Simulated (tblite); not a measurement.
C4H4FO2 (doublet state).
Numbering: `[CH3:1][C:2]1[O:3][C@:4]1([F:5])[CH:6]=[O:7]` (hydrogens: H8, H9, H10 on C1; H11 on C6)

Structure optimised with GFN2-xTB, isolated species. This method treats the open shell by occupation alone, without spin polarisation.

Task: List the bond lengths, angles and torsions at this level.

Result: 
| bond | length (Å) | order |
| --- | --- | --- |
| C1–C2 | 1.473 | single |
| C2–O3 | 1.368 | single |
| O3–C4 | 1.407 | single |
| C4–F5 | 1.367 | single |
| C4–C6 | 1.490 | single |
| C6=O7 | 1.195 | double |
| C2–C4 | 1.461 | single |
| C1–H8, C1–H9 | 1.088 | single |
| C1–H10 | 1.096 | single |
| C6–H11 | 1.105 | single |

Bonds in one row agree within 0.01 Å and their mean is given. Orders are formal, as drawn. A selection of angles:
| angle | degrees |
| --- | --- |
| C2–C1–H8 | 109.3 |
| C2–C1–H10 | 110.8 |
| H8–C1–H9 | 109.5 |
| C1–C2–O3 | 126.7 |
| C1–C2–C4 | 132.9 |
| O3–C2–C4 | 59.5 |
| C2–O3–C4 | 63.5 |
| O3–C4–F5 | 112.9 |
| O3–C4–C6 | 120.6 |
| F5–C4–C6 | 112.7 |
| C2–C4–O3 | 57.0 |
| C2–C4–F5 | 118.1 |
| C2–C4–C6 | 124.1 |
| C4–C6–O7 | 124.4 |
| C4–C6–H11 | 112.0 |
| O7–C6–H11 | 123.5 |

Torsions: C1–C2–O3–C4 123° (anticlinal); C2–O3–C4–F5 -110° (anticlinal); O3–C4–C6–O7 -39° (synclinal); C1–C2–C4–O3 -114° (anticlinal).

O3 (oxygen bonded to 2 C) is bent (angle 63.5°). The C–O distances run from 1.195 Å (C6=O7, drawn double) to 1.407 Å (O3–C4, drawn single), a spread of 0.212 Å. The 3 C–C bonds span 1.461 Å (C2–C4, drawn single) to 1.490 Å (C4–C6, drawn single), a spread of 0.029 Å. The 3-membered ring C2–O3–C4 has internal angles of 57.0° to 63.5°. C6 (carbon bonded to C, O and H) is planar (angles 124.4°, 123.5° and 112.0°, sum 360.0°, 0.01 Å off the plane of its three neighbours). C2 (carbon bonded to 2 C and O) is pyramidal (angles 132.9°, 126.7° and 59.5°, sum 319.1°, 0.48 Å off the plane of its three neighbours).

Point group: C1 (no symmetry element, even within 0.4 Å). Its GFN2-xTB frequencies are all real (lowest 98 cm⁻¹). 2 starts were optimised and ended at 0.00 and 0.53 kcal/mol (GFN2-xTB); the lowest of these is shown.

One conformer stands for the species.

All values are computed, not measured.
